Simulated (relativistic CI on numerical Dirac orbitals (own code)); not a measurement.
Line list: Electric-dipole lines, Pm XXIII

These numbers are calculated, not measured: Dirac-Coulomb-Breit CI, orbitals from a KLI potential per configuration, a model potential for QED, unscaled Slater integrals (own radial code, finite nucleus).

Configuration list (outside the closed core [Ar] 3d10): 4s²4p⁶4d³, 4s²4p⁵4d⁴, 4s²4p⁶4d²4f, 4s4p⁶4d⁴, 4s4p⁶4d³4f, 4s²4p⁶4d²5s, 4s²4p⁶4d²5p, 4s²4p⁶4d4f5s, 4s²4p⁶4d²5d, 4s²4p⁵4d³5s, 4s²4p⁶4d4f², 4s²4p⁶4f³, 4s4p⁶4d4f³, 4s²4p⁶4f²5s, 4s²4p⁶4f²5p, 4s²4p⁶4d5s², 4s²4p⁶4f5s², 4s4p⁶4d4f5s², 4s²4p⁶5s²5p. Double excitations out of closed p, d and f shells are left out; levels of such configurations are missing from the list, as are those of other unlisted configurations, and high levels can miss mixing partners. These lack a partner that the ground configuration has and come out too high: 4s²4p⁶4d²5d, 4s²4p⁵4d³5s.

| λ vac (Å) | Lower | Upper | A (s⁻¹) | gf | Branching (%) |
| --- | --- | --- | --- | --- | --- |
| 79.745 | 4s²4p⁶4d³ ⁴F3/2 [1] | 4s²4p⁵4d⁴ ⁴F°3/2 [200] | 9.78e+10 | 3.73e-01 | 45.4 |
| 81.773 | 4s²4p⁶4d³ ⁴F3/2 [1] | 4s²4p⁵4d⁴ ²P°3/2 [190] | 3.53e+10 | 1.42e-01 | 43.1 |
| 83.293 | 4s²4p⁶4d³ ⁴F7/2 [3] | 4s²4p⁵4d⁴ ²F°7/2 [199] | 2.75e+10 | 2.29e-01 | 33.5 |
| 86.348 | 4s²4p⁶4d³ ⁴F7/2 [3] | 4s²4p⁵4d⁴ ²H°9/2 [180] | 2.33e+10 | 2.60e-01 | 23.6 |
| 87.743 | 4s²4p⁶4d³ ⁴P5/2 [8] | 4s²4p⁶4d²4f ²F°7/2 [191] | 3.51e+10 | 3.24e-01 | 37.8 |
| 89.360 | 4s²4p⁶4d³ ²G7/2 [7] | 4s²4p⁵4d⁴ ²H°9/2 [180] | 1.70e+10 | 2.04e-01 | 17.2 |
| 89.772 | 4s²4p⁶4d³ ²H11/2 [12] | 4s²4p⁶4d²4f ²G°9/2 [193] | 2.87e+10 | 3.46e-01 | 44.1 |
| 91.305 | 4s²4p⁶4d³ ²G9/2 [16] | 4s²4p⁵4d⁴ ²H°11/2 [196] | 4.37e+10 | 6.56e-01 | 66.0 |
| 91.902 | 4s²4p⁶4d³ ²H11/2 [12] | 4s²4p⁵4d⁴ ²H°9/2 [180] | 4.86e+10 | 6.15e-01 | 49.2 |
| 92.177 | 4s²4p⁶4d³ ⁴F7/2 [3] | 4s²4p⁶4d²4f ²D°5/2 [138] | 1.86e+10 | 1.42e-01 | 41.6 |
| 92.206 | 4s²4p⁶4d³ ²G9/2 [16] | 4s²4p⁶4d²4f ²G°9/2 [192] | 2.89e+10 | 3.68e-01 | 50.5 |
| 92.918 | 4s²4p⁶4d³ ²G9/2 [5] | 4s²4p⁵4d⁴ ²G°9/2 [137] | 1.55e+10 | 2.00e-01 | 51.3 |
| 93.131 | 4s²4p⁶4d³ ²G7/2 [7] | 4s²4p⁶4d²4f ²D°5/2 [156] | 4.25e+10 | 3.32e-01 | 71.4 |
| 93.731 | 4s²4p⁶4d³ ²G9/2 [16] | 4s²4p⁵4d⁴ ²F°7/2 [183] | 3.54e+10 | 3.73e-01 | 50.1 |
| 95.966 | 4s²4p⁶4d³ ²H11/2 [12] | 4s²4p⁶4d²4f ²G°9/2 [155] | 3.66e+10 | 5.06e-01 | 69.5 |
| 97.075 | 4s²4p⁶4d³ ⁴F7/2 [3] | 4s²4p⁵4d⁴ ²D°5/2 [107] | 2.17e+10 | 1.84e-01 | 39.3 |
| 98.158 | 4s²4p⁶4d³ ²G7/2 [7] | 4s²4p⁵4d⁴ ²D°5/2 [123] | 3.59e+10 | 3.12e-01 | 53.1 |
| 98.578 | 4s²4p⁶4d³ ²H9/2 [9] | 4s²4p⁶4d²4f ²G°7/2 [124] | 3.19e+10 | 3.72e-01 | 58.5 |
| 98.697 | 4s²4p⁶4d³ ²G9/2 [5] | 4s²4p⁶4d²4f ⁴H°7/2 [102] | 1.46e+10 | 1.71e-01 | 52.5 |
| 100.77 | 4s²4p⁶4d³ ²G9/2 [5] | 4s²4p⁵4d⁴ ⁴D°7/2 [95] | 3.16e+10 | 3.85e-01 | 73.4 |
| 101.41 | 4s²4p⁶4d³ ⁴F5/2 [2] | 4s²4p⁵4d⁴ ⁴F°5/2 [75] | 1.92e+10 | 1.78e-01 | 35.6 |
| 101.84 | 4s²4p⁶4d³ ⁴F5/2 [2] | 4s²4p⁵4d⁴ ²D°3/2 [71] | 2.50e+10 | 1.55e-01 | 66.9 |
| 102.76 | 4s²4p⁶4d³ ⁴F3/2 [1] | 4s²4p⁵4d⁴ ⁴D°1/2 [51] | 5.24e+10 | 1.66e-01 | 89.2 |
| 103.50 | 4s²4p⁶4d³ ²G9/2 [16] | 4s²4p⁶4d²4f ⁴I°9/2 [126] | 2.11e+10 | 3.39e-01 | 53.5 |
| 103.80 | 4s²4p⁶4d³ ²H11/2 [12] | 4s²4p⁵4d⁴ ²H°11/2 [110] | 2.24e+10 | 4.33e-01 | 84.8 |
| 104.01 | 4s²4p⁶4d³ ⁴F7/2 [3] | 4s²4p⁵4d⁴ ⁴G°9/2 [67] | 9.56e+09 | 1.55e-01 | 55.9 |
| 104.51 | 4s²4p⁶4d³ ⁴F7/2 [3] | 4s²4p⁵4d⁴ ⁴D°7/2 [66] | 1.41e+10 | 1.84e-01 | 73.1 |
| 106.31 | 4s²4p⁶4d³ ⁴F3/2 [1] | 4s²4p⁵4d⁴ ⁴G°5/2 [38] | 2.34e+10 | 2.38e-01 | 93.3 |
| 108.62 | 4s²4p⁶4d³ ²H11/2 [12] | 4s²4p⁵4d⁴ ²I°13/2 [89] | 1.24e+10 | 3.06e-01 | 100.0 |
| 108.65 | 4s²4p⁶4d³ ²G9/2 [5] | 4s²4p⁵4d⁴ ²H°11/2 [54] | 1.00e+10 | 2.12e-01 | 97.4 |

Terms are leading LS components. Brackets give the number of a level in order of energy, since labels repeat. The list gives strong lines, with weight on those to low levels, without lines whose two gauges differ by over a factor of 2.5, among the lowest 200 of 2172 levels, so that lines to higher ones, which can be the strongest, are missing. Levels whose partners in the same complex of configurations lie outside the list can be far off, and so can their lines. Rates are taken at the computed energies, electric ones in the length gauge.

At this charge energies of transitions that change n are usually good to better than 1 %, and those within a shell (Δn = 0) to a few per cent. Terms inside the open d or f shell come out 10 to 20 % too wide with unscaled integrals.

LS names give the leading component of a level, which can be under half, so a name can repeat, a term be missing and a line seem to break the LS rules.
